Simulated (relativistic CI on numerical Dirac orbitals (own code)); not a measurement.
## Sensitivity of the levels of S I to α

Method of calculation: Dirac-Coulomb-Breit CI, orbitals from a KLI potential per configuration, valence Slater integrals scaled by 0.85, P86 correlation energy added to each configuration, derivatives by finite differences, QED left out (own radial code, finite nucleus).

Configurations in the expansion (outside the closed core [Ne]): 3s2.3p4, 3s2.3p3.4s, 3s2.3p3.4p, 3s2.3p3.3d, 3s2.3p3.5s, 3s.3p5, 3s2.3p3.5p, 3s2.3p3.4d. Levels of other configurations are missing.

With x = (α/α₀)² − 1 an excitation energy changes as ω = ω₀ + qx; K = 2q/ω₀ is the relative enhancement. Terms are leading LS components, so labels can repeat.

Lowest level 3s2.3p4 3P_2.

```csv
Level,ω₀ (cm⁻¹),q (cm⁻¹)
3s2.3p4 3P_1,397.7,407.3
3s2.3p4 3P_0,578.0,575.2
3s2.3p4 1D_2,10053.6,221.4
3s2.3p4 1S_0,24538.7,231.5
3s2.3p3.4s 5S°_2,51672.2,-24.62
3s2.3p3.4s 3S°_1,54582.0,2.56
3s2.3p3.4p 5P_1,61900.4,37.81
3s2.3p3.4p 5P_2,61909.6,46.83
3s2.3p3.4p 5P_3,61924.1,61.73
3s2.3p3.4p 3P_1,63333.0,50.41
3s2.3p3.4p 3P_0,63334.1,54.16
3s2.3p3.4p 3P_2,63337.6,56.46
3s2.3p3.3d 5D°_4,67454.5,67.81
```

Correlation outside the listed configurations is missing or only estimated: errors of thousands of cm⁻¹ between configurations and terms are usual at this charge. Rates and lifetimes follow the computed energies and can be off by large factors. The fine structure of a lone outer electron comes out too small, for d and f at times inverted, and misplaced configurations move strength between like terms.

(1) Which transition from the lowest level has the largest |K|?

## Answers

(1) 3s2.3p4 3P_1 at 397.7 cm⁻¹, K = 2.05.
